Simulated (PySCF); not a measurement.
HOSi, SMILES [OH+]=[Si] (connectivity only; charge and spin as stated), charge +1, multiplicity 1. Geometry: B3LYP-D3(BJ)/def2-TZVPD. The isomer is the one that the SMILES or the coordinates give; other isomers of the formula were not compared.

TDDFT-ωB97X/def2-TZVPD run with PySCF puts the lowest singlet excitations at 7.55, 7.55, 7.69, 7.84, 7.84, 9.45 eV.

Question: What are the lowest excitation roots from ADC(3)/aug-cc-pVDZ in PySCF? (An estimate is asked for; the answer gives what the named calculation found.)

Answer: 7.53, 7.53, 8.11, 8.11, 8.15, 9.73 eV. S1 differs by -0.02 eV (second minus first; roots are paired by order, and the bases may differ).
